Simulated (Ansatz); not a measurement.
A structure relaxed at PBE0-D4/def2-SVP in Ansatz, charge 0, singlet:

```xyz
8

Al    1.2471   -1.4658    0.7049
Al    1.5253    0.7459   -1.1475
Al   -1.5253   -0.7459    1.1475
Al   -1.2471    1.4658   -0.7049
As    0.0087   -1.5908    2.6406
As   -3.0621    0.0977   -0.3435
As    2.4875   -1.3431   -1.2297
As    0.5659    2.8362   -1.0674
```

Q: Give its formula and point group.

A: Al₄As₄ (the lowest singlet isomer of a short search). Point group D2d (tolerance 0.1 Å).

Q: Summarise the bond lengths by kind (pairs closer than 1.2 times the sum of covalent radii, bridged metal pairs left out).

A: 8 × Al–As 2.30 Å.

The structure comes from a short search, and lower isomers may exist.
